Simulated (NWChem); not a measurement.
Species: AlHBrF; SMILES [Br][AlH][F]

This build's default masses of Se (78.918 u) and Br (79.917 u) are each other's, which moves their modes by up to 0.6 %.

Q: Give the equilibrium geometry at PBE0/def2-SVP (NWChem) as an XYZ file, with the point group.

A: point group Cs; any orientation.
```
4

Al    -0.5292    -1.1076     0.0007
H     -2.0412    -1.5163     0.0044
F      0.6346    -2.2903    -0.0003
Br     0.1531     1.0238    -0.0004
```
